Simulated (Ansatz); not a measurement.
A series at B: from `NB(N)N`, ligands are replaced one by one, each step taking up H₂S and setting free NH₃; n counts the steps. Ansatz, PBE0-D4/def2-TZVP geometries. Each molecule was computed in one conformer, which needn't be the lowest.

```csv
n,molecule,"HOMO energy, ωB97M-V/def2-TZVPP (eV)"
0,`NB(N)N`,?
1,`NB(N)S`,-9.05
2,`NB(S)S`,-9.34
3,`SB(S)S`,-9.68
```

Task: By hand: fit a straight line y = ȳ + b (n − n̄) to the 3 given rows and predict n = 0.

Result: n̄ = 2.000, ȳ = -9.357; Σ(n − n̄)(y − ȳ) = -0.630, Σ(n − n̄)² = 2.000, so b = -0.315 eV a step. Prediction: -9.357 + (-0.315) × (-2.000) = -8.73 eV.

Task: By hand: compare with the computed value, -8.96 eV, and give the steps along the whole series.

Result: The line misses by -0.23 eV (computed minus predicted). Steps: -0.09, -0.29, -0.34 eV.

The steps grow at each stage, from -0.09 to -0.34 eV, so the series is curved and an end member is harder to predict than an inner one. The highest orbital can change its character along such a series. The miss is 31.9 % of the series' range.
